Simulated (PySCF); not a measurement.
PySCF input file for ZrI₃, SMILES [I][Zr]([I])[I] (connectivity only; charge and spin as stated), neutral, multiplicity 2, TDA-PBE/def2-SVPD. Geometry optimised at B3LYP-D3(BJ)/def2-SVP. The spin state was assumed, not searched. The isomer is the one that the SMILES or the coordinates give; other isomers of the formula were not compared. The def2 effective core potentials stand for the cores of I, Zr; spin–orbit coupling is left out.

```python
import numpy as np
from pyscf import gto, scf, dft, tdscf

mol = gto.M(
    atom='''
    Zr    0.00000000    0.00000000   -0.00000000
    I     2.70654540   -0.00000000    0.00000000
    I    -1.35327270   -2.34393708    0.00000000
    I    -1.35327270    2.34393707   -0.00000000
    ''',
    basis='def2-SVPD',
    ecp={'I': 'def2-svp', 'Zr': 'def2-svp'},
    charge=0,
    spin=1,
    max_memory=1600,
    verbose=4,
)
mf = dft.UKS(mol, xc='pbe').density_fit(auxbasis='def2-universal-jkfit')
mf.grids.level = 3
mf.conv_tol = 1e-9
mf.max_cycle = 100
mf.kernel()
fine, coarse = mf.grids, dft.Grids(mol).set(level=1).build(with_non0tab=True)
for _ in range(3):  # follow internal instabilities
    mf.grids = coarse
    mo, _, stable, _ = mf.stability(return_status=True, nroots=4)
    mf.grids = fine
    if stable:
        break
    mf.kernel(mf.make_rdm1(mo, mf.mo_occ))
mf.grids = dft.Grids(mol).set(level=1).build(with_non0tab=True)  # coarser grid for the response kernel
td = tdscf.TDA(mf)
td.nstates = 10
td.conv_tol = 1e-4
td.positive_eig_threshold = 1e-6
td.kernel(x0=td.get_init_guess(mf, 15))
td.analyze(verbose=3)
```

It prints:

```
PySCF version 2.14.0

[INPUT] verbose = 4
[INPUT] num. atoms = 4
[INPUT] num. electrons = 87
[INPUT] charge = 0
[INPUT] spin (= nelec alpha-beta = 2S) = 1
[INPUT] symmetry False subgroup None
[INPUT] Mole.unit = angstrom
[INPUT] Symbol           X                Y                Z      unit          X                Y                Z       unit  Magmom
[INPUT]  1 Zr     0.000000000000   0.000000000000   0.000000000000 AA    0.000000000000   0.000000000000   0.000000000000 Bohr   0.0
[INPUT]  2 I      2.706545400000   0.000000000000   0.000000000000 AA    5.114629549701   0.000000000000   0.000000000000 Bohr   0.0
[INPUT]  3 I     -1.353272700000  -2.343937080000   0.000000000000 AA   -2.557314774851  -4.429399134413   0.000000000000 Bohr   0.0
[INPUT]  4 I     -1.353272700000   2.343937070000   0.000000000000 AA   -2.557314774851   4.429399115515   0.000000000000 Bohr   0.0

nuclear repulsion = 387.619813825316
number of shells = 51
number of NR pGTOs = 270
number of NR cGTOs = 139
basis = def2-SVPD
ecp = {'I': 'def2-svp', 'Zr': 'def2-svp'}


[settings echo left out]
init E= -839.280886296488

WARN: alpha nocc = 44  HOMO -1.48419859446036 >= LUMO -1.48419786973654

  beta  nocc = 43  HOMO = -1.71817059912841  LUMO = -1.48419859446036

WARN: HOMO -1.48419859446036 >= LUMO -1.48419859446036

cycle= 1 E= -935.513334409585  delta_E= -96.2  |g|= 3.92  |ddm|= 13.3
  alpha nocc = 44  HOMO = 0.00985156746988826  LUMO = 0.011577728354456
  beta  nocc = 43  HOMO = -0.027436378578387  LUMO = 0.0110341633306975
  HOMO = 0.00985156746989  LUMO = 0.0110341633307  gap/eV = 0.03218
cycle= 2 E= -926.548505558487  delta_E= 8.96  |g|= 4.84  |ddm|= 12.8
  alpha nocc = 44  HOMO = -0.0235668391415169  LUMO = -0.00903116148035971
  beta  nocc = 43  HOMO = -0.161181460858338  LUMO = -0.0232786033441688

WARN: HOMO -0.0235668391415169 >= LUMO -0.0232786033441688

cycle= 3 E= -936.548944090135  delta_E=  -10  |g|= 2.07  |ddm|= 10.6
  alpha nocc = 44  HOMO = -0.306234564994327  LUMO = -0.277912233970588
  beta  nocc = 43  HOMO = -0.329270938479877  LUMO = -0.303557358697169
  HOMO = -0.306234564994  LUMO = -0.303557358697  gap/eV = 0.07285
cycle= 4 E= -938.411443494063  delta_E= -1.86  |g|= 1.79  |ddm|= 9.34
  alpha nocc = 44  HOMO = -0.192181172106996  LUMO = -0.156750309256649
  beta  nocc = 43  HOMO = -0.260031786966387  LUMO = -0.166209832330275
  HOMO = -0.192181172107  LUMO = -0.16620983233  gap/eV = 0.70672
cycle= 5 E= -940.253690421562  delta_E= -1.84  |g|= 0.265  |ddm|= 1.64
  alpha nocc = 44  HOMO = -0.185751333830066  LUMO = -0.131326135609503
  beta  nocc = 43  HOMO = -0.20471805944842  LUMO = -0.139354571615176
  HOMO = -0.18575133383  LUMO = -0.139354571615  gap/eV = 1.26252
cycle= 6 E= -940.104393260196  delta_E= 0.149  |g|= 0.499  |ddm|= 1.05
  alpha nocc = 44  HOMO = -0.185162118259138  LUMO = -0.131448468641205
  beta  nocc = 43  HOMO = -0.251018169705459  LUMO = -0.131995648863712
  HOMO = -0.185162118259  LUMO = -0.131995648864  gap/eV = 1.44673
cycle= 7 E= -940.299866503857  delta_E= -0.195  |g|= 0.0663  |ddm|= 0.771
  alpha nocc = 44  HOMO = -0.180658894219191  LUMO = -0.125098074897295
  beta  nocc = 43  HOMO = -0.253588497686515  LUMO = -0.125664389289103
  HOMO = -0.180658894219  LUMO = -0.125664389289  gap/eV = 1.49648
cycle= 8 E= -940.302734500523  delta_E= -0.00287  |g|= 0.025  |ddm|= 0.127
  alpha nocc = 44  HOMO = -0.180241368162071  LUMO = -0.124772675805955
  beta  nocc = 43  HOMO = -0.253438631482843  LUMO = -0.124816973556344
  HOMO = -0.180241368162  LUMO = -0.124816973556  gap/eV = 1.50817
cycle= 9 E= -940.303291162411  delta_E= -0.000557  |g|= 0.00697  |ddm|= 0.0438
  alpha nocc = 44  HOMO = -0.180454897183249  LUMO = -0.124924117219144
  beta  nocc = 43  HOMO = -0.253055636189395  LUMO = -0.124939841125992
  HOMO = -0.180454897183  LUMO = -0.124939841126  gap/eV = 1.51064
cycle= 10 E= -940.30332102481  delta_E= -2.99e-05  |g|= 0.00208  |ddm|= 0.0107
  alpha nocc = 44  HOMO = -0.180569769957573  LUMO = -0.124985749971272
  beta  nocc = 43  HOMO = -0.253017289956438  LUMO = -0.12499814594904
  HOMO = -0.180569769958  LUMO = -0.124998145949  gap/eV = 1.51218
cycle= 11 E= -940.303323744771  delta_E= -2.72e-06  |g|= 0.000404  |ddm|= 0.00284
  alpha nocc = 44  HOMO = -0.180603672533551  LUMO = -0.125023293649856
  beta  nocc = 43  HOMO = -0.253058797472093  LUMO = -0.125026054556658
  HOMO = -0.180603672534  LUMO = -0.125026054557  gap/eV = 1.51234
cycle= 12 E= -940.303323892626  delta_E= -1.48e-07  |g|= 8.15e-05  |ddm|= 0.000799
  alpha nocc = 44  HOMO = -0.18060602643023  LUMO = -0.125023136500366
  beta  nocc = 43  HOMO = -0.253057988226433  LUMO = -0.125024305996232
  HOMO = -0.18060602643  LUMO = -0.125024305996  gap/eV = 1.51246
cycle= 13 E= -940.303323899005  delta_E= -6.38e-09  |g|= 2.14e-05  |ddm|= 0.000188
  alpha nocc = 44  HOMO = -0.180604841151871  LUMO = -0.125019695299559
  beta  nocc = 43  HOMO = -0.253056105367036  LUMO = -0.125020644377789
  HOMO = -0.180604841152  LUMO = -0.125020644378  gap/eV = 1.51252
cycle= 14 E= -940.303323899428  delta_E= -4.23e-10  |g|= 8.94e-06  |ddm|= 5.36e-05
  alpha nocc = 44  HOMO = -0.180605538934434  LUMO = -0.125020273966886
  beta  nocc = 43  HOMO = -0.253057256778669  LUMO = -0.125020688448544
  HOMO = -0.180605538934  LUMO = -0.125020688449  gap/eV = 1.51254
Extra cycle  E= -940.303323899262  delta_E= 1.66e-10  |g|= 1.66e-05  |ddm|= 5.03e-05
converged SCF energy = -940.303323899262  <S^2> = 0.75669467  2S+1 = 2.0066835
tot grids = 32288
uhf_internal: lowest eigs of H = [0.49782549 0.50147179 0.50266154 0.50489471]
<class 'pyscf.df.df_jk.DFUKS'> wavefunction is stable in the internal stability analysis
tot grids = 32288
Overwritten attributes  positive_eig_threshold  of <class 'pyscf.tdscf.uks.TDA'>


******** <class 'pyscf.tdscf.uks.TDA'> for <class 'pyscf.df.df_jk.DFUKS'> ********
nstates = 10
deg_eia_thresh = 1.000e-03
wfnsym = None
conv_tol = 0.0001
eigh lindep = 1e-12
eigh level_shift = 0
eigh max_cycle = 100


Excitation energies (eV)
[0.91747955 0.91819752 1.70180514 1.70201486 3.04612399 3.04613692
 3.34945962 3.3664746  3.36652293 3.44933267]

** Excitation energies and oscillator strengths **
Excited State   1:      0.91748 eV   1351.36 nm  f=0.0000
Excited State   2:      0.91820 eV   1350.30 nm  f=0.0000
Excited State   3:      1.70181 eV    728.55 nm  f=0.0014
Excited State   4:      1.70201 eV    728.46 nm  f=0.0014
Excited State   5:      3.04612 eV    407.02 nm  f=0.0000
Excited State   6:      3.04614 eV    407.02 nm  f=0.0000
Excited State   7:      3.34946 eV    370.16 nm  f=0.0000
Excited State   8:      3.36647 eV    368.29 nm  f=0.0041
Excited State   9:      3.36652 eV    368.29 nm  f=0.0041
Excited State  10:      3.44933 eV    359.44 nm  f=0.0011
```

The calculation finished and met its thresholds.
